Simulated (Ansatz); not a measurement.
`[CH3][In]([CH3])[SiH3]` → `[CH3][InH][CH3]` + `[SiH2]`  (silylene loss)

Calculated with Ansatz (gas phase, PBE0-D4/def2-TZVP geometries, no zero-point term in ΔE). CCSD(T)/CBS is the MP2 limit (def2-TZVPP, def2-QZVPP) plus CCSD(T) − MP2 in def2-TZVPP, frozen cores. This one scheme is used for every species. Functionals use def2-TZVPP. B3LYP here is the variant with VWN-RPA as its local correlation; programs differ in this. HSE06 is defined as in plane-wave codes. Elements past krypton have def2 core potentials. For In outer-core shells are correlated without core-valence functions, which leaves a few kJ/mol of doubt a bond.

```json
{"level": "B97M-V", "ΔE (kJ/mol)": "257.2", "difference from CCSD(T)/CBS": "-12.6"}
{"level": "B3LYP-D4", "ΔE (kJ/mol)": "264.1", "difference from CCSD(T)/CBS": "-5.7"}
{"level": "HSE06-D4", "ΔE (kJ/mol)": "285.2", "difference from CCSD(T)/CBS": "15.4"}
{"level": "BHLYP-D4", "ΔE (kJ/mol)": "271.2", "difference from CCSD(T)/CBS": "1.4"}
{"level": "r2SCAN", "ΔE (kJ/mol)": "288.2", "difference from CCSD(T)/CBS": "18.4"}
{"level": "PBE0", "ΔE (kJ/mol)": "279.3", "difference from CCSD(T)/CBS": "9.5"}
{"level": "SCS-MP2/def2-TZVPP", "ΔE (kJ/mol)": "267.0", "difference from CCSD(T)/CBS": "-2.8"}
{"level": "SCS-MP2/def2-QZVPP", "ΔE (kJ/mol)": "271.5", "difference from CCSD(T)/CBS": "1.7"}
{"level": "MP2/CBS(def2)", "ΔE (kJ/mol)": "288.9", "difference from CCSD(T)/CBS": "19.1"}
{"level": "CCSD/CBS(def2)", "ΔE (kJ/mol)": "264.6", "difference from CCSD(T)/CBS": "-5.2"}
{"level": "CCSD(T)/CBS", "ΔE (kJ/mol)": "269.8", "difference from CCSD(T)/CBS": "0"}
```

Largest T1 diagnostic among the species: 0.014.

From BLYP to BHLYP (50 % exact exchange), in def2-TZVPP and without D4, ΔE moves by +17.1 kJ/mol. At CCSD(T), def2-SVP lies −15.0 kJ/mol from the extrapolated value and def2-TZVPP −7.9 kJ/mol.

CCSD(T)/CBS has its own doubt, a few kJ/mol and more with outer-core shells, so smaller differences from it don't rank the levels.
